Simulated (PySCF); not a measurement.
Molecule: hexafluoro-2-butyne, SMILES FC(F)(F)C#CC(F)(F)F. Atoms near the plane z = 1.0 Å, at the CAM-B3LYP/def2-SVP optimised geometry (x, y, z in Å): F1 (0.9, -0.3, 0.0), C2 (-0.4, -0.3, 0.0), F3 (-0.8, 1.0, 0.0), F4 (-0.8, -0.8, 1.1).

Level of theory: CAM-B3LYP/def2-TZVP (PySCF). Cells within 0.4 Å of a nucleus heavier than hydrogen are left out (blank, or x). The values are rescaled to run from 0 to 1.

```
|22222222222222222222222222222|
|22222222222222222222222222222|
|22222222222222222222222222222|
|22222222222222222222222222222|
|22222222222222222222222222222|
|22222222222222222222222222222|
|22222222222222222222222222222|
|22222222222222222222222222222|
|22222222222222222222222222222|
|22222222222222222222222222222|
|22222222222211111222222222222|
|22222222111111111122222222222|
|22222221111000011122222222222|
|22222211100000001122222222222|
|22222211111000001122222222222|
|22222222222210001122222222222|
|22222222331131001122222222222|
|222222236xxx12101122222222222|
|222222238xxx22111122222222222|
|222222236xxx52111122222222222|
|22222222369842211122222222222|
|22222222233332222222222222222|
|22222222222222222222222222222|
|22222222222222222222222222222|
|22222222222222222222222222222|
|22222222222222222222222222222|
|22222222222222222222222222222|
|22222222222222222222222222222|
|22222222222222222222222222222|
```
Scale: ten equal steps from 0.000 (start of '0') to 1.00 (end of '9'), in the order '0123456789'; x runs from -3.00 to 3.00, y from -3.00 (bottom) to 3.00 (top).

Which quantity is mapped?
(A) deformation density (molecule minus spherical neutral atoms)
(B) an orbital amplitude
(C) electron localisation function
(D) electrostatic potential

A, deformation density (molecule minus spherical neutral atoms). In full: deformation density (molecule minus spherical neutral atoms) (e/bohr³).
